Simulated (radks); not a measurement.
Q: Dipole-allowed excitations along the series with 28 electrons in [Ar] 3d10. Calculated with a radial shooting solver on a logarithmic mesh with Libxc functionals: non-relativistic Kohn-Sham, LB94 model potential, spin-polarised, spherical densities, point nucleus. Time-dependent linear response with the Hartree and adiabatic LDA kernel, continuum included through the Sternheimer equations. Lines are the poles of the dipole polarisability below minus the highest occupied eigenvalue, found on a grid refined at the orbital gaps; the lowest seven at most are given, and weak or close lines can be missed. The first line takes the name of the lowest orbital gap if no other gap lies below it; otherwise a line is named after a gap within 0.6 % of it, if that gap stands alone.

| species | -e(HOMO) (eV) | lowest orbital gap (eV) | first line (eV) | f | strongest line (eV) | its f | static alpha (bohr^3) |
|---|---|---|---|---|---|---|---|
| Kr8+ | 232.52 | 3d-4p 102.93 | 104.36 (3d-4p) | 0.554 | 161.67 (unassigned) | 1.62 | 0.2111 |
| Sr10+ | 322.73 | 3d-4p 142.76 | 144.42 (3d-4p) | 0.531 | 216.60 (unassigned) | 2.34 | 0.1303 |
| Zr12+ | 425.57 | 3d-4p 188.12 | 190.15 (3d-4p) | 0.529 | 277.15 (unassigned) | 2.91 | 0.08619 |
| Nb13+ | 481.67 | 3d-4p 212.86 | 214.90 (3d-4p) | 0.494 | 309.50 (unassigned) | 3.19 | 0.07149 |

Estimate the first line of Rb9+, its oscillator strength and the static polarisability.

A: 123.69 eV (3d-4p), f = 0.542, alpha = 0.1641 bohr^3.
